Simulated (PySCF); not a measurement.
AgH₆N₂, charge +1, multiplicity 1. Atoms are numbered in the order given.

```xyz
9

Ag     0.0000     0.0000     0.0000
N      0.0000     0.0000     2.1564
H     -0.9343     0.1575     2.5454
H      0.6035     0.7304     2.5454
H      0.3308    -0.8879     2.5454
N      0.0000     0.0000    -2.1564
H     -0.9343    -0.1575    -2.5454
H      0.6035    -0.7304    -2.5454
H      0.3308     0.8879    -2.5454
```
Charge +1, spin multiplicity 1.

Geometry optimised at B3LYP-D3(BJ)/def2-SVP. The spin state was assumed, not searched. The isomer is the one that the SMILES or the coordinates give; other isomers of the formula were not compared. The def2 effective core potentials stand for the cores of Ag; spin–orbit coupling is left out.

Level of theory: PySCF with PBE/def2-TZVPD.

Symmetry labels are those of the subgroup C2 that the program uses (full group D3).

### Question
List the valence orbital energies around the gap with their symmetry. (An estimate is asked for; the answer gives what the named calculation found.)

### Answer

```
orbital  symmetry  energy (eV)
-------  --------  -----------
HOMO−7          B       -17.21
HOMO−6          A       -15.25
HOMO−5          B       -13.37
HOMO−4          B       -12.23
HOMO−3          A       -12.23
HOMO−2          A       -12.20
HOMO−1          B       -12.20
HOMO            A       -11.02
LUMO            A        -6.10
LUMO+1          B        -4.56
LUMO+2          B        -4.44
LUMO+3          A        -4.44
```
